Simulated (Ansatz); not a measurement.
C2H5S (SMILES [CH2]SC), doublet, geometry from GFN2-xTB. Base run: B3LYP/def2-SV(P) in Ansatz (an electronic-structure program).

Geometry (Å):
```xyz
8

C      0.0060     1.3181    -0.6073
S     -0.1711     0.1151     0.5837
C      0.2220    -1.3736    -0.3852
H      0.7106     1.1579    -1.3997
H     -0.2265     2.3163    -0.2970
H      0.1323    -2.2253     0.2806
H     -0.4835    -1.4594    -1.2060
H      1.2376    -1.2982    -0.7623
```
Charge 0, spin multiplicity 2.
Orbitals are unrestricted.
All else is at Ansatz's defaults.

Each row names what was changed in the base input (with any setting that the change needs).

| change | basis functions | E (Eh) | core-seconds (rough) |
|---|---|---|---|
| base | 56 | -477.17236 | 3 |
| basis = STO-3G | 24 | -471.98959 | 1 |
| basis = 3-21G | 41 | -474.94714 | 2 |
| basis = 6-31G* | 59 | -477.35055 | 3 |
| basis = 6-31+G* | 71 | -477.35668 | 4 |
| basis = pc-1 | 71 | -477.35771 | 4 |
| basis = 6-311G** | 93 | -477.40352 | 4 |
| basis = 6-311++G** | 110 | -477.40603 | 6 |
| basis = aug-pcseg-1 | 118 | -477.34599 | 8 |
| basis = 6-311+G(2d,p) | 119 | -477.41114 | 7 |
| basis = def2-TZVP | 129 | -477.41992 | 6 |
| basis = def2-TZVPP | 174 | -477.42215 | 9 |
| basis = aug-cc-pVTZ | 257 | -477.42461 | 20 |

Totals compare only among sets that treat the same electrons; sets with core potentials leave the core out.
